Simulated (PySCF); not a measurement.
## Dipole response of Nb (niobium, neutral)

[Kr] 4d4 5s1, high-spin 6D determinant. All numbers are calculated (PySCF 2.14, scalar relativity through the core potential, in def2-QZVPPD with the def2 core potential (28 electrons) (7s5p4d3f2g, 81 functions)). Coupled (time-dependent) response in atomic units; α is the mean over directions.

```
method  mean α (bohr³)         α xx, yy, zz  C₆ (like pair)  S(−4)
   UHF           128.5  127.7, 127.7, 130.0            1513  11180
   PBE           86.23  84.04, 84.04, 90.60           901.7   5041
  PBE0           91.90  90.25, 90.25, 95.20           984.4   5443
  MN15           95.94  95.22, 95.22, 97.38            1060   5769
PBEsol           84.27  82.04, 82.04, 88.74           877.3   4790
```

S(−4) is the Cauchy moment in α(ω) = α(0) + S(−4) ω² + …

Reference α: 98 ± 8 bohr³ (recommended; Schwerdtfeger and Nagle, table of static dipole polarizabilities (2023 update)). Published C₆: 1140 (Gould and Bucko (2016)).

Spin-orbit coupling is absent.

Hartree-Fock lies above the reference because it lacks correlation, which contracts the outer shell.

α(iu) at UHF:

```tsv
u (hartree)	α(iu) (bohr³)
0	128.5
0.0500	106.0
0.100	71.77
0.200	35.79
0.300	22.67
0.500	12.97
0.750	8.223
1.00	5.790
1.50	3.358
2.00	2.192
3.00	1.134
5.00	0.4553
```

The components differ because the open shell of this determinant is not spherical; for a pure term their mean is the scalar polarisability.

Energies and moments cover only the electrons outside the core potential.
